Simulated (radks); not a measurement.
Numerical settings for neutral promethium, [Xe] 4f5 6s2. All-electron calculation, scalar-relativistic Kohn-Sham, PBEsol, spin-unpolarised, spherical densities, finite nucleus; Fermi nuclear charge, rms radius 4.962 fm. Program: a radial shooting solver on a logarithmic mesh with Libxc functionals. The defaults (mesh step 0.008 in ln r, mesh end at 40 bohr or more with all orbitals vanishing there, Anderson mixing 0.5 over 9 steps, residual threshold near 1e-9 with the energy settled to 1e-9 hartree or 1e-11 of itself, here a cap of 83 iterations) give E = -10016.3795 hartree and 4f at -2.192 eV in 14 iterations. Run on one thread of a shared host, so times are rough (Intel(R) Xeon(R) 6975P-C): 0.1 s of CPU time, 0.1 s wall, 14 iterations on 2440 mesh points. Changes against that run (0 stands for a change within the tolerance of the run):

setting,iterations,converged,E (mhartree),e(4f) (meV),CPU (s)
mesh step in ln r 0.08,5,no,diverged,-,0.02
mesh step in ln r 0.12,4,no,diverged,-,0.01
mesh step in ln r 0.005,15,yes,0,0,0.16
mesh end (bohr) 12,14,yes,+0.534,+44.9,0.1
mesh end (bohr) 5,14,level above zero,+356,+4.57e+03,0.09
residual threshold 0.001,9,yes,0,+1.66,0.08
residual threshold 1e-13,22,yes,0,0,0.13
mixing 0.05,47,yes,0,0,0.36
"linear mixing, mixing 0.2",83,no,0,0,0.43
"linear mixing, mixing 0.05",83,no,+0.81,-25.1,0.52
mixing history 2,20,yes,0,0,0.13
iteration cap 2,2,no,+148,-4.88e+03,0.02

Settled on a wrong energy, with an occupied level pushed above zero by the early mesh end: mesh end (bohr) 5 (+0.356 hartree). Apart from these: no run marked as converged misses the energy by more than 1 mhartree. A mesh that ends early acts as a hard wall.
